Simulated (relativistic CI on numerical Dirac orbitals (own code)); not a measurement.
# La2+: resonant inelastic scattering at the M4,5 edge

Computed with this model: Dirac-Coulomb-Breit CI, separate exchange-only KLI orbitals for each configuration, QED by a radiative potential, valence Slater integrals scaled by 0.8, Kramers-Heisenberg scattering through one core-hole configuration in a parametric crystal field; configurations [Xe] 4f → [Ar] 3d9 4s2 4p6 4d10 4f2 5s2 5p6; 80 K; core-hole width 0.9 eV; summed over polarisations. Incident energies are the highest absorption maxima for each field (at most a few, so the weaker spin-orbit partner edge can be absent), on the computed scale of the free ion. Intensities are in per cent of the strongest line above 0.02 eV; levels within 1 cm⁻¹ are merged; final levels count from the ground level, the first row holds all elastic scattering, lines under 0.4 are left out and each table stops after 24 rows. The scale of the Slater integrals is a model choice and moves the terms in proportion. The configuration is assumed, with all valence electrons in the open shell; the free ion's ground configuration is another.

Field parameters in Wybourne normalisation. The field is a parameter set, without covalency.

S is read from ⟨S²⟩ = S(S + 1).

D4h, B20 = 1400, B40 = 1060, B44 = -140, B60 = 10, B64 = 120 cm⁻¹:

| Final level (eV) | Degeneracy | Irrep | S | 834.1 eV | 848.8 eV | 850 eV |
| --- | --- | --- | --- | --- | --- | --- |
| 0.000 | 2 | Γ7 | 0.50 | 352.3 | 117.6 | 428.5 |
| 0.031 | 2 | Γ7 | 0.50 | 47.9 | 20.9 | 100.0 |
| 0.094 | 2 | Γ6 | 0.50 | 23.9 | 4.8 | 37.4 |
| 0.169 | 2 | Γ6 | 0.50 | 38.8 | 0.7 | 12.3 |
| 0.184 | 2 | Γ7 | 0.50 | 18.8 | 0.4 | 7.5 |
| 0.239 | 2 | Γ7 | 0.50 | 11.0 | 0.3 | 3.1 |
| 0.273 | 2 | Γ6 | 0.50 | 2.0 | 0.0 | 1.4 |

D3h, B20 = 30, B40 = -60, B60 = -260, B66 = 400 cm⁻¹:

```tsv
Final level (eV)	Degeneracy	S	834.1 eV	848.7 eV	850 eV
0.000	2	0.50	1930.4	575.6	2167.8
0.003	2	0.50	144.3	42.9	254.6
0.004	2	0.50	236.9	84.9	454.8
0.167	2	0.50	82.8	3.0	51.5
0.172	2	0.50	67.7	1.7	33.5
0.178	2	0.50	75.5	1.4	32.0
0.180	2	0.50	100.0	2.1	35.4
```

For the first field the strongest loss at the lowest incident energy is the level at 0.03 eV (S = 0.50, against 0.50 in the thermal ground state).
